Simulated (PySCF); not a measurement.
# Spin-rotation constants: `c1(S)cccc2cn[nH]c12`, C$_{7}$H$_{6}$N$_{2}$S

Geometry (Å), atoms numbered from 1 in this order:
```xyz
16

S    -0.658    2.898   -0.165
C     0.040    1.287    0.071
C     1.295    1.074    0.600
C     1.805   -0.220    0.766
C     1.087   -1.337    0.414
C    -0.189   -1.149   -0.125
C    -1.232   -1.982   -0.610
N    -2.248   -1.268   -1.021
N    -1.936    0.018   -0.833
C    -0.700    0.161   -0.293
H     0.386    3.568    0.317
H     1.902    1.919    0.894
H     2.796   -0.325    1.183
H     1.488   -2.329    0.547
H    -1.259   -3.051   -0.665
H    -2.585    0.743   -1.091
```

Theory: GIAO HF/pcSseg-1 magnetisability, rotational g tensor and spin-rotation constants, non-relativistic, gas phase (PySCF). Geometry: GFN2-xTB.

Problem. Give the nuclear spin-rotation constants along the inertial axes (H = +C I·J) beside the isotropic shieldings.

Solution. Rotational constants 1.8206, 1.1658, 0.7107 GHz. A star marks the isotopologue with that one atom substituted, in its own axes.
```
atom  isotope  Caa (kHz)  Cbb (kHz)  Ccc (kHz)  mean (kHz)  σ (ppm)
  N8      14N      0.591      0.230      0.036       0.286   -108.5
  N9      14N      0.192      0.170      0.046       0.136     84.8
 H11       1H     -0.074     -0.038     -0.084      -0.065     28.2
 H12       1H      0.116     -0.074     -0.071      -0.010     24.6
 H13       1H     -0.189      0.118     -0.069      -0.046     24.8
 H14       1H      0.054     -0.029     -0.067      -0.014     24.1
 H15       1H      0.208     -0.118     -0.068       0.007     23.6
 H16       1H     -0.089      0.057     -0.067      -0.033     22.4
  S1     33S*      0.166      0.350      0.180       0.232    585.4
  C2     13C*      0.780      0.383      0.072       0.412     73.3
  C3     13C*      0.832      0.393      0.086       0.437     60.4
  C4     13C*      0.571      0.557      0.065       0.398     67.5
  C5     13C*      0.711      0.478      0.062       0.417     66.3
  C6     13C*      0.755      0.452      0.069       0.425     65.1
  C7     13C*      0.909      0.366      0.109       0.461     49.1
 C10     13C*      0.728      0.545      0.085       0.452     45.6
```
For the geometry as given, no vibrational averaging.
